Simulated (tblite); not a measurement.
Calculated harmonic vibrations of the isolated species, GFN2-xTB (tblite), most abundant isotopes, no scaling. This tight-binding method is rough: wavenumbers can miss measured ones by several per cent, in bad cases by 10 to 20. Modes of hydrogen on boron and silicon can be 10 to 20 % off. One conformer each. Thermal functions are those of the rigid rotor and harmonic oscillator, without mixing of conformers.

Question: Order these by their zero-point energy, highest first (kcal/mol).
A. `CC(=O)O[SiH2]O[C@@H](C)CF`
B. `C[C@@H](CF)[C@@H](O[SiH3])C(=O)O`
C. `Cc1ccc2cccc3c2c1CC3`
D. `BNBCl`
E. `CCn1ccnn1`

Answer: C (128.6), A (98.2), B (97.4), E (70.9), D (32.2).

```tsv
SMILES	atoms	mass (u)	symmetry number	modes under 300 cm⁻¹	ZPE (kcal/mol)	S translation (cal/(mol K))	S rotation	S vibration	S	Cp
Cc1ccc2cccc3c2c1CC3	25	168.09	1	7	128.6	39.3	29.5	17.3	86.1	29.9
CC(=O)O[SiH2]O[C@@H](C)CF	21	166.05	1	11	98.2	39.3	29.3	33.4	102.0	36.1
C[C@@H](CF)[C@@H](O[SiH3])C(=O)O	21	166.05	1	10	97.4	39.3	29.2	24.9	93.3	34.4
CCn1ccnn1	14	97.06	1	3	70.9	37.7	25.7	9.3	72.6	18.1
BNBCl	8	75.02	1	2	32.2	36.9	23.4	4.7	65.0	14.9
```

Entropies and Cp are for 200 K and 1 bar.
